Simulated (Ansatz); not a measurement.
Steps of a relaxation of C2H4BNO (`BCOC#N`) with RKS PBE-D4/def2-SVP.

```sh
$ ansatz run in.yaml --threads 2 --pin off --events-out ev --progress --plain --max-ram 4352MiB
```

```yaml
crystal:
  periodic: [false, false, false]
  atoms:
    - {symbol: B, position_ang: [0.456500, 0.990800, 1.206700]}
    - {symbol: C, position_ang: [-0.314100, 0.270500, 0.001700]}
    - {symbol: O, position_ang: [0.427100, -0.858400, -0.383800]}
    - {symbol: C, position_ang: [0.123800, -1.674900, -1.384600]}
    - {symbol: N, position_ang: [-0.294900, -2.391200, -2.253800]}
    - {symbol: H, position_ang: [-0.080500, 2.026800, 1.647000]}
    - {symbol: H, position_ang: [1.456500, 0.638100, 1.638500]}
    - {symbol: H, position_ang: [-1.281600, -0.030600, 0.329900]}
    - {symbol: H, position_ang: [-0.404300, 0.982600, -0.818700]}
basis:
  gaussian: {orbitals: def2-SVP}
hamiltonian: {xc: pbe, dispersion: d4}
relax: {f_tol: 0.03, max_steps: 200}
```

Positions (Å) and forces (eV/Å) along the path, 6 of 6 steps:

```xyz
9
step=1 energy=-6337.3930 eV
B     0.457    0.991    1.207   -2.443    1.209   -1.024
C    -0.314    0.271    0.002    1.710    0.965    1.154
O     0.427   -0.858   -0.384    1.307   -2.747   -1.688
C     0.124   -1.675   -1.385   -1.475    0.293   -0.250
N    -0.295   -2.391   -2.254    1.155    1.262    1.621
H    -0.081    2.027    1.647    0.244   -0.560   -0.186
H     1.456    0.638    1.639    1.555   -0.699    0.612
H    -1.282   -0.031    0.330   -1.771   -0.273    0.404
H    -0.404    0.983   -0.819   -0.282    0.551   -0.644
9
step=2 energy=-6337.6786 eV
B     0.444    1.029    1.186   -0.874   -0.005   -0.263
C    -0.269    0.251    0.011    0.473    0.680    0.488
O     0.476   -0.901   -0.389    0.807   -1.187   -0.631
C     0.105   -1.661   -1.383   -0.699    0.750    0.563
N    -0.339   -2.338   -2.242    0.365    0.017    0.068
H    -0.124    2.018    1.634    0.118   -0.156   -0.169
H     1.464    0.642    1.665    0.480   -0.120    0.145
H    -1.279   -0.044    0.336   -0.517   -0.074    0.057
H    -0.390    0.957   -0.835   -0.153    0.094   -0.258
9
step=3 energy=-6337.7395 eV
B     0.407    1.002    1.215    0.466    0.172   -0.307
C    -0.242    0.237    0.026   -0.373    0.095    0.115
O     0.518   -0.930   -0.376    0.439   -0.117    0.076
C     0.086   -1.632   -1.366   -0.410    0.235    0.222
N    -0.370   -2.279   -2.235    0.071   -0.212   -0.298
H    -0.139    2.020    1.584   -0.106   -0.059    0.121
H     1.494    0.668    1.664   -0.265   -0.012    0.060
H    -1.286   -0.062    0.313    0.113   -0.027   -0.087
H    -0.380    0.932   -0.843    0.066   -0.075    0.098
9
step=4 energy=-6337.7660 eV
B     0.428    1.022    1.195   -0.020    0.009   -0.008
C    -0.233    0.247    0.029    0.151   -0.204   -0.052
O     0.534   -0.930   -0.386   -0.132   -0.048   -0.144
C     0.032   -1.621   -1.361    0.158    0.017    0.128
N    -0.365   -2.294   -2.244   -0.039    0.039    0.008
H    -0.163    2.000    1.592   -0.029    0.107    0.063
H     1.477    0.675    1.682    0.097   -0.013    0.066
H    -1.259   -0.070    0.320   -0.123    0.010    0.007
H    -0.362    0.924   -0.845   -0.063    0.083   -0.067
9
step=5 energy=-6337.7694 eV
B     0.429    1.024    1.195    0.011   -0.022    0.006
C    -0.233    0.239    0.028   -0.004   -0.008   -0.010
O     0.533   -0.935   -0.386    0.004    0.047    0.017
C     0.043   -1.625   -1.363   -0.028   -0.050   -0.008
N    -0.369   -2.289   -2.244    0.008    0.023   -0.003
H    -0.157    2.009    1.596   -0.007    0.009   -0.003
H     1.481    0.678    1.689   -0.004    0.006    0.000
H    -1.267   -0.070    0.314    0.010   -0.009    0.009
H    -0.372    0.922   -0.845    0.010    0.003   -0.009
9
step=6 energy=-6337.7695 eV
B     0.428    1.023    1.196    0.006   -0.002   -0.001
C    -0.232    0.240    0.027   -0.001   -0.005   -0.004
O     0.534   -0.934   -0.387    0.007    0.014   -0.006
C     0.042   -1.625   -1.363   -0.006   -0.021    0.016
N    -0.371   -2.288   -2.245    0.001    0.012   -0.009
H    -0.158    2.009    1.595   -0.002   -0.002   -0.003
H     1.480    0.679    1.691   -0.003    0.001    0.002
H    -1.265   -0.072    0.316    0.002    0.005    0.000
H    -0.370    0.922   -0.847   -0.003   -0.002    0.005
```

Run time 9 s (2 threads of an Arm Neoverse V2 on a shared host); peak host memory 0.14 GiB.
